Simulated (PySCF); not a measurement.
How methods differ on the ionisation energy of Cl²⁺

Cl²⁺ [Ne] 3s2 3p3 (4S) → Cl³⁺ [Ne] 3s2 3p2 (3P), as a difference of total energies. All numbers are calculated (PySCF 2.14, scalar relativity by spin-free X2C-1e, in cc-pVDZ-DK (4s3p1d, 18 functions)). Correlated levels: valence: [Ne] frozen. The calculations carry no spin-orbit coupling.

| method | ionisation energy (eV) |
| --- | --- |
| UHF | 38.953 |
| LDA | 39.675 |
| MN15 | 39.756 |
| MP2 (valence) | 39.378 |
| SCS-MP2 (valence) | 39.225 |
| CCSD (valence) | 39.291 |
| CCSD(T) (valence) | 39.293 |

How much does correlation contribute at CCSD(T) (valence)?

39.293 − (38.953) = 0.340 eV, measured against UHF.

The reference lies between the lowest fine-structure levels, while these numbers refer to the centres of the terms.

Errors of the correlated levels include the incompleteness of this basis and the frozen core.

For comparison: 39.8 ± 0.11 eV (semi-empirical (NIST evaluation); NIST Atomic Spectra Database, ionization energies).
